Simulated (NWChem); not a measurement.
Molecule: C$_{4}$H$_{3}$FS; SMILES Fc1cccs1

Results from NWChem. The geometry was optimised at B3LYP/6-31G* (spherical d). Total energies compare along this basis series because the functional is fixed.

```tsv
level	basis functions	energy (Ha)	highest occupied level (eV)	orbital gap (eV)	dipole (D)
PBE0/pcseg-1	103	-651.7460	-6.93	___	1.60
PBE0/aug-pcseg-1	169	-651.7601	-6.88	6.26	1.58
PBE0/pcseg-2	226	-651.9372	-6.86	6.30	1.60
PBE0/STO-3G	37	-644.1445	-3.99	7.04	0.46
PBE0/def2-SVP	103	-651.5065	-6.81	6.44	1.51
```

Task: Complete the blanks.

Result: 
- PBE0/pcseg-1, orbital gap (eV): 6.35
